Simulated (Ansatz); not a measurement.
Cost and result for the atomization energy of CH₃AlFNS (`N=[CH][Al]([F])[SH]`) (8 atoms, 7 bonds).

Charge 0, multiplicity 1. All single points use the PBE0-D4/def2-TZVP geometry. It is one conformer, not always the lowest. Program: Ansatz. All runs use 2 threads of an Arm Neoverse V1 on a shared host. Times are those of one run each, without the atoms' runs, and a repeat can differ threefold. Electronic energies, without spin–orbit coupling; frozen cores. CCSD(T)/CBS adds CCSD(T) − MP2 in def2-TZVPP to the MP2 limit, and its time is that of the two runs behind it. T1 = 0.013; the RHF reference is unstable towards UHF. HSE06 is the plane-wave form, built on full-range PBE exchange.

CCSD(T)/CBS is a level of theory with its own doubt, some kJ/mol a heavy atom from the limit and from the frozen cores, so smaller differences don't rank the functionals.

```tsv
level	functions	wall time
LDA (SPW92)/def2-TZVPP	219	1.8 s
revPBE-D4/def2-TZVPP	219	2.9 s
PBE-D4/def2-TZVPP (with forces)	219	3.6 s
CCSD(T)/def2-SVP	93	4.4 s
BHLYP-D4/def2-TZVPP	219	4.5 s
HSE06-D4/def2-TZVPP	219	4.8 s
r2SCANh-D4/def2-TZVPP	219	8 s
B2PLYP/def2-TZVPP	219	8 s
PBE-QIDH/def2-TZVPP	219	8 s
B97M-V/def2-TZVPP	219	14 s
MP2/def2-QZVPP	401	30 s
CCSD(T)/def2-TZVPP	219	2.1 min
CCSD(T)/CBS(def2)	–	2.6 min
```

What atomization energy does each give, and how far from CCSD(T)/CBS? (Best estimate.)

The calculation gave: 
```
                          level  atomization (kcal/mol)  difference from CCSD(T)/CBS  per bond
         LDA (SPW92)/def2-TZVPP                   816.8                        107.1      15.3
           revPBE-D4/def2-TZVPP                   705.9                         -3.8      -0.5
PBE-D4/def2-TZVPP (with forces)                   726.9                         17.2       2.5
               CCSD(T)/def2-SVP                   659.3                        -50.4      -7.2
            BHLYP-D4/def2-TZVPP                   677.7                        -32.0      -4.6
            HSE06-D4/def2-TZVPP                   706.6                         -3.1      -0.4
          r2SCANh-D4/def2-TZVPP                   701.9                         -7.8      -1.1
              B2PLYP/def2-TZVPP                   700.0                         -9.7      -1.4
            PBE-QIDH/def2-TZVPP                   699.0                        -10.7      -1.5
              B97M-V/def2-TZVPP                   712.5                          2.8       0.4
                 MP2/def2-QZVPP                   719.8                         10.1       1.4
             CCSD(T)/def2-TZVPP                   685.8                        -23.9      -3.4
              CCSD(T)/CBS(def2)                   709.7                          0.0       0.0
```

From PBE to PBE0 (25 % exact exchange), in def2-TZVPP and without D4, the atomization energy moves by −20.3 kcal/mol: exact exchange takes away binding that semilocal exchange gives to molecules. At CCSD(T), def2-SVP lies −50.4 kcal/mol from the extrapolated value and def2-TZVPP −23.9 kcal/mol: correlation converges slowly with the basis, and small sets miss more of it in the bonded molecule than in its fragments. The D4 term adds +6.7 kcal/mol with B3LYP and +3.5 kcal/mol with PBE0; it sums over pairs of atoms, weighted by their polarisabilities, and B3LYP, whose exchange is more repulsive, gets the larger term.

B3LYP here is the variant with VWN-RPA as its local correlation; programs differ in this.
